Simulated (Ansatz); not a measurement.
Reaction (redistribution): `O[SiH2]N[SiH2][SiH3]` + `N[SiH]([SiH3])Cl` → `O[SiH2]N[SiH2]Cl` + `N[SiH]([SiH3])[SiH3]`

Program: Ansatz. Geometries: PBE0-D4/def2-TZVP. ΔE: electronic, gas phase. CCSD(T)/CBS is the MP2 limit (def2-TZVPP, def2-QZVPP) plus CCSD(T) − MP2 in def2-TZVPP, frozen cores. DFT in def2-TZVPP. Each species was taken in one conformer, which may not be the lowest.

Problem. Is it downhill or uphill in electronic energy at CCSD(T)/CBS, and by how much? (Estimate.)

Solution. Ansatz gave: Nearly level: ΔE = -0.02 eV.

Problem. What do these levels give: r2SCAN-D4, ωB97M-V, PBE, MP2/def2-TZVPP, SCS-MP2/def2-TZVPP, CCSD/CBS(def2)? (An estimate is asked.)

Solution. Computed: r2SCAN-D4 -0.01, ωB97M-V 0.00, PBE -0.01, MP2/def2-TZVPP -0.03, SCS-MP2/def2-TZVPP -0.03, CCSD/CBS(def2) -0.02 eV.

Largest T1 diagnostic among the species: 0.013.
